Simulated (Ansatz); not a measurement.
Computed with Ansatz on PBE0-D4/def2-TZVP structures; ΔE is electronic, products minus reactants. CCSD(T)/CBS adds triple-zeta CCSD(T) − MP2 to the extrapolated MP2 energy (def2 sets, frozen cores). This one scheme is used for every species. DFT in def2-TZVPP. HSE06 is defined as in plane-wave codes. For Ga outer-core shells are correlated without core-valence functions, which leaves a few kJ/mol of doubt a bond. Scalar relativity is left out up to krypton. One conformer a species, not always the lowest.

`C[CH](C)[Ga]([OH])[CH](C)C` + propane → `C[CH](C)[Ga]([CH](C)C)[CH](C)C` + H₂O  (formal exchange of groups at a Ga–O bond)

`C[CH](C)[Ga]([OH])[CH](C)C`:

Cartesian coordinates in Å:
```
C 1.832 -2.388 -0.268
C 0.652 -1.722 0.428
C -0.662 -2.434 0.114
Ga 0.515 0.219 0.014
O 1.809 0.945 -1.016
C -0.876 1.555 0.467
C -1.808 1.741 -0.730
C -0.254 2.882 0.888
H 1.900 -3.451 -0.005
H 1.737 -2.337 -1.358
H 2.786 -1.926 0.001
H 0.813 -1.778 1.513
H -1.511 -1.987 0.637
H -0.888 -2.410 -0.957
H -0.618 -3.491 0.404
H 2.487 0.325 -1.290
H -1.463 1.155 1.302
H -2.311 0.814 -1.020
H -2.589 2.477 -0.504
H -1.264 2.110 -1.604
H 0.348 2.790 1.795
H 0.396 3.280 0.104
H -1.031 3.631 1.085
```

`CCC`:

```xyz
11

C     0.970    0.843    0.015
C     0.309   -0.523    0.088
C    -1.199   -0.455   -0.080
H     0.588    1.507    0.796
H     0.773    1.323   -0.948
H     2.053    0.775    0.137
H     0.734   -1.176   -0.682
H     0.549   -0.994    1.048
H    -1.657   -1.446   -0.024
H    -1.467   -0.018   -1.046
H    -1.653    0.166    0.697
```

`C[CH](C)[Ga]([CH](C)C)[CH](C)C`:

Cartesian coordinates in Å:
```
C -2.562 0.665 -0.510
C -1.413 -0.249 -0.932
C -1.796 -1.716 -0.766
Ga 0.257 0.225 0.064
C 0.502 -0.275 1.984
C 1.189 -1.641 2.039
C -0.777 -0.275 2.810
C 1.712 1.147 -0.952
C 1.188 2.422 -1.606
C 2.292 0.202 -2.001
H -2.338 1.723 -0.677
H -3.476 0.438 -1.073
H -2.805 0.545 0.551
H -1.208 -0.066 -1.993
H -1.991 -1.967 0.281
H -2.710 -1.954 -1.326
H -1.014 -2.394 -1.122
H 1.193 0.463 2.408
H 0.560 -2.427 1.608
H 2.143 -1.653 1.503
H 1.398 -1.937 3.075
H -0.578 -0.565 3.850
H -1.256 0.708 2.835
H -1.511 -0.984 2.417
H 2.508 1.415 -0.247
H 0.358 2.209 -2.289
H 0.829 3.151 -0.874
H 1.969 2.916 -2.198
H 1.524 -0.134 -2.707
H 2.742 -0.691 -1.558
H 3.072 0.697 -2.594
```

H₂O:

Cartesian coordinates in Å:
```
O 0.286 -0.085 -0.249
H -0.032 -0.622 0.479
H -0.255 0.707 -0.230
```

```json
{"level": "revPBE-D4", "ΔE (eV)": "1.03"}
{"level": "r2SCAN-D4", "ΔE (eV)": "1.19"}
{"level": "HSE06-D4", "ΔE (eV)": "1.07"}
{"level": "BHLYP-D4", "ΔE (eV)": "1.16"}
{"level": "ωB97M-V", "ΔE (eV)": "1.12"}
{"level": "LC-ωPBE", "ΔE (eV)": "1.23"}
{"level": "HF/def2-TZVPP", "ΔE (eV)": "1.42"}
{"level": "CCSD/CBS(def2)", "ΔE (eV)": "1.10"}
```

(1) What does CCSD(T)/CBS give? (An estimate is asked.)

Largest T1 diagnostic among the species: 0.012.

Answers

(1) Ansatz gave: +1.06 eV. The listed levels differ from it by -0.03, 0.13, 0.01, 0.10, 0.06, 0.17, 0.36, 0.04 eV.

The D4 term adds −0.20 eV with B3LYP and −0.13 eV with PBE0; it sums over pairs of atoms, weighted by their polarisabilities, and B3LYP, whose exchange is more repulsive, gets the larger term. In def2-TZVPP, CCSD(T) changes the Hartree–Fock value by −0.35 eV (the triples alone add −0.04 eV) and MP2 by −0.38 eV. At CCSD(T), def2-SVP lies +0.21 eV from the extrapolated value and def2-TZVPP +0.01 eV.

B3LYP here is the variant with VWN-RPA as its local correlation; programs differ in this.
